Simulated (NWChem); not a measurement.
Species: diphosphane (P2H4); SMILES PP

```xyz
6

P      0.0000    -1.1115    -0.0653
P      0.0000     1.1115     0.0653
H      1.0223    -1.2579     0.9120
H     -1.0225    -1.2578     0.9118
H      1.0223     1.2579    -0.9120
H     -1.0225     1.2578    -0.9119
```
Atoms are numbered in this order, from 1.

Level: PBE0-D3(BJ)/def2-TZVP (NWChem), optimised geometry, unscaled harmonic frequencies. 

List the harmonic frequencies with IR intensities, and the thermochemistry.


| frequency (cm⁻¹) | IR intensity (km/mol) |
|---|---|
| 83 | 6.3 |
| 453 | 0.0 |
| 626 | 9.8 |
| 635 | 9.2 |
| 865 | 0.0 |
| 921 | 0.0 |
| 1089 | 0.0 |
| 1095 | 17.1 |
| 2392 | 0.0 |
| 2398 | 0.0 |
| 2400 | 63.5 |
| 2411 | 84.8 |

```yaml
zero_point_energy: 22.0 kcal/mol
thermal correction to the enthalpy at 298.15 K (with zero-point energy): 25.3 kcal/mol
heat capacity Cv: 12.8 cal/(mol K)
entropy at 298.15 K and 1 atm (symmetry number 2): 65.4 cal/(mol K)
dipole_moment: 0.00 D
```

Rigid rotor and harmonic oscillator; modes under 100 cm⁻¹ make the entropy uncertain.
